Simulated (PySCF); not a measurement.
An unknown gives this computed stick spectrum. Theory: TDDFT CAM-B3LYP/def2-SVPD, vertical, gas phase, core orbitals frozen in the response in PySCF 2.14.0, density-fitted response routines. Geometries: GFN2-xTB, one conformer each.

```
state  E (eV)  λ (nm)       f
   S1    6.81   182.2   0.018
   S2    7.24   171.4  0.0024
   S3    7.54   164.5   0.017
   S4    7.99   155.2   0.023
   S5    8.07   153.6  0.0094
   S6    8.13   152.4   0.037
   S7    8.19   151.3   0.031
   S8    8.39   147.7   0.027
```

Triplets computed (Tamm–Dancoff): 6.14, 6.57, 7.32 eV.

Question: Which candidate is it? All have the formula C3H11ClSi2.
A. `CC(C)[Si@H]([SiH3])Cl`
B. `C[Si@H]([SiH3])CCCl`
C. `CC[SiH2][SiH2]CCl`
D. `C[SiH2]C[SiH2]CCl`
E. `C[SiH2][C@@H](C)[SiH2]Cl`

Answer: D. Its S1 lies at 6.81 eV; the nearest of the others has S1 at 7.09 eV. S1 is HOMO→LUMO+1 (41%), HOMO→LUMO (39%). Löwdin shares by element: HOMO chlorine 53%, carbon 20% or more, silicon 11% or more (atoms not listed hold the other 16%); LUMO silicon 22% or more, chlorine 19%, carbon 12% or more, hydrogen 9% or more (atoms not listed hold the other 38%). At the same level the other candidates give, for their lowest levels:
- `C[Si@H]([SiH3])CCCl`: 7.09 eV (f 0.002); 7.23 eV (f 0.002); 7.34 eV (f 0.034); 7.39 eV (f 0.058); 7.81 eV (f 0.052); T1 6.40 eV; HOMO -9.50, LUMO 0.74 eV
- `CC[SiH2][SiH2]CCl`: 6.38 eV (f 0.065); 6.98 eV (f 0.012); 7.03 eV (f 0.021); 7.08 eV (f 0.003); 7.41 eV (f 0.023); T1 5.69 eV; HOMO -9.06, LUMO 0.42 eV
- `C[SiH2][C@@H](C)[SiH2]Cl`: 7.33 eV (f 0.006); 7.75 eV (f 0.003); 7.79 eV (f 0.011); 8.00 eV (f 0.058); 8.14 eV (f 0.008); T1 7.06 eV; HOMO -9.46, LUMO 0.98 eV
- `CC(C)[Si@H]([SiH3])Cl`: 6.36 eV (f 0.009); 6.87 eV (f 0.014); 6.93 eV (f 0.025); 7.49 eV (f 0.024); 7.75 eV (f 0.066); T1 5.78 eV; HOMO -9.21, LUMO 0.47 eV

The values belong to the conformer `[CH3:1][SiH2:2][CH2:3][SiH2:4][CH2:5][Cl:6]`: C1–Si2–C3–Si4 49°, Si2–C3–Si4–C5 62°, C3–Si4–C5–Cl6 -74°.
